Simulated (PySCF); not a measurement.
Species: C7H7S (doublet state).
Geometry (GFN2-xTB, Å), atoms numbered from 1 in this order:
```xyz
15
C7H7S angstrom
C      3.203    0.003    0.229
C      2.043    0.278    0.404
C      0.686    0.576    0.540
C      0.116    1.274    1.531
S     -1.528    1.638    1.302
C     -1.511    0.962   -0.421
C     -0.322   -0.003   -0.463
C     -0.724   -1.427   -0.093
H      4.218   -0.230    0.107
H     -2.470    0.477   -0.590
H     -1.392    1.795   -1.114
H      0.139    0.001   -1.456
H     -1.205   -1.438    0.884
H     -1.415   -1.833   -0.829
H      0.157   -2.065   -0.053
```

As a line formula: `C#CC1=[C]SC[C@@H]1C` [radical].

Computed with UKS B3LYP, pcH-1 on C H S, non-relativistic, mean-field spin-orbit, GIAO (PySCF 2.14.0). Geometry: GFN2-xTB, one conformer, isolated molecule. The geometry wasn't refined by DFT: couplings that depend on bond lengths, twists or pyramidal angles can differ widely from those at the functional's own minimum. Stability of the SCF solution: not tested.

Question: Where do the isotropic ENDOR lines of H12, H10, H11, H9 and H13/H14/H15 fall at 3360.3 mT, to first order?

Answer: ν± = |νn ± a/2|, one line for each electron-spin manifold; νn = |g_N| × 7.62259 MHz/T × B.

| nuclei | isotope | g_N | νn (MHz) | a_iso (MHz) | lower line (MHz) | upper line (MHz) |
| --- | --- | --- | --- | --- | --- | --- |
| H12 | 1H | 5.5857 | 143.07 | 11.94 | 137.10 | 149.04 |
| H10 | 1H | 5.5857 | 143.07 | 7.78 | 139.18 | 146.97 |
| H11 | 1H | 5.5857 | 143.07 | -3.53 | 141.31 | 144.84 |
| H9 | 1H | 5.5857 | 143.07 | -1.42 | 142.36 | 143.78 |
| H13/H14/H15 | 1H | 5.5857 | 143.07 | 1.11 | 142.52 | 143.63 |

Question: Which pairs are centred on the nuclear Larmor frequency, and which on half the coupling?

Answer: Centred on νn, since |a| < 2νn: H12, H10, H11, H9 and H13/H14/H15. No pair has |a| > 2νn.

Class means assume fast exchange of nuclei equivalent by connectivity; if that motion is slow, each nucleus keeps its own coupling.

The largest Mulliken spin populations are on C4 (+0.81) and S5 (+0.07). C4 is the only atom above +0.15.
